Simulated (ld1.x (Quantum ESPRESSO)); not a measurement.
# Scattering properties, TM potential for carbon (C)

- Element: C
- Generator: ld1.x (Quantum ESPRESSO) 7.5
- Type: norm-conserving Troullier–Martins (Kleinman–Bylander form)
- Functional: LDA (PZ)
- Relativity: scalar-relativistic
- Frozen core: [He]
- Valence charge: 4
- Reference configuration: 2s1.5 2p2.5
- Partial waves: 2p (bound): rc 2.00 bohr; 2s (bound): rc 1.05 bohr
- Local potential: the s channel
- Core correction: Bessel-smoothed model core inside 0.90 bohr

The phase is arctan(r·u′/u) with u = r·R(r), unwrapped; energies in Ry, scanned from -3 to 5 Ry. A pole is an energy at which the radial function vanishes at the test radius. The pseudo phase is shifted by a multiple of π to meet the all-electron one at the reference energy, and phase errors are pseudo minus all-electron; the curves can meet again beyond the range given. Levels narrower than the energy grid can be missing from the lists of poles.

```csv
channel,radius (bohr),reference energy (Ry),"poles, all-electron","poles, pseudo",unbroken range about the reference energy with phases within 0.05 rad,phase error 1 Ry above the reference energy (rad)
s,2.20,-1.02,-0.25,-0.26,below 2.8,-0.001
p,2.20,-0.41,0.33,0.34,below 2.1,+0.004
```

Phases in the p channel:

```tsv
E (Ry)	all-electron	pseudo
-3.00	1.284	1.284
-2.76	1.268	1.268
-2.52	1.249	1.249
-2.28	1.225	1.226
-2.04	1.195	1.196
-1.80	1.156	1.157
-1.56	1.101	1.102
-1.32	1.016	1.018
-1.08	0.870	0.872
-0.84	0.569	0.571
-0.60	-0.113	-0.112
-0.36	-0.909	-0.909
-0.12	-1.294	-1.293
0.12	-1.476	-1.474
0.36	-1.581	-1.578
0.60	-1.655	-1.650
0.84	-1.714	-1.708
1.08	-1.767	-1.758
1.32	-1.820	-1.807
1.56	-1.877	-1.859
1.80	-1.944	-1.917
2.04	-2.029	-1.988
2.28	-2.144	-2.079
2.52	-2.313	-2.204
2.76	-2.576	-2.386
3.00	-2.969	-2.659
3.24	-3.437	-3.043
3.48	-3.824	-3.470
3.72	-4.078	-3.818
3.96	-4.241	-4.054
4.20	-4.350	-4.210
4.44	-4.426	-4.318
4.68	-4.484	-4.394
4.92	-4.528	-4.452
```
